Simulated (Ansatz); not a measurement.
A made-up structure of CH$_{5}$BZn, singlet:

```tsv
atom	x (Å)	y (Å)	z (Å)
B1	-1.1654	1.5731	-1.1264
Zn2	-0.0941	0.1286	-0.0912
C3	0.9128	-1.2308	0.8819
H4	0.1957	-0.1731	1.3805
H5	-1.1943	2.7263	-0.7931
H6	1.5904	-0.7783	1.6116
H7	1.5155	-1.8403	0.2022
H8	0.2440	-1.9055	1.4246
```

It is relaxed with PBE-D4/def2-SVP and then PBE0-D4/def2-TZVP (Ansatz 0.2.0). Atoms count as bonded within 1.22 times the sum of their covalent radii (H–H: 0.88 Å). The end point is not checked to be a true minimum.

Does its bonding change? (A judgement: the text doesn't fix the answer.)

The calculation gives: Yes. Formed: B1–H4; broken: Zn2–H4.

Where it ends: The first stage lowers the energy by 5.05 eV in 26 steps. It ends as CH₅BZn ([BH2][Zn][CH3]):
```
8
angstrom
B -0.8677 1.7473 0.1080
Zn 0.1603 -0.0301 0.4086
C 1.1264 -1.7018 0.6925
H -1.1318 2.5060 1.0003
H -1.2489 2.1047 -0.9731
H 1.9745 -1.5601 1.3688
H 1.5148 -2.1020 -0.2483
H 0.4768 -2.4638 1.1333
```

Labels in which every atom is bracketed show which atoms are joined, not bond orders.

For scale, one of the runs: PBE0-D4/def2-TZVP relaxation, 140 basis functions, launched by `ansatz run in.yaml --threads 2 --pin off --events-out ev --progress --plain --max-ram 4352MiB`. Hardware: 2 CPU threads of an Intel Xeon Platinum 8259CL, shared host. Wall time about 18 s.
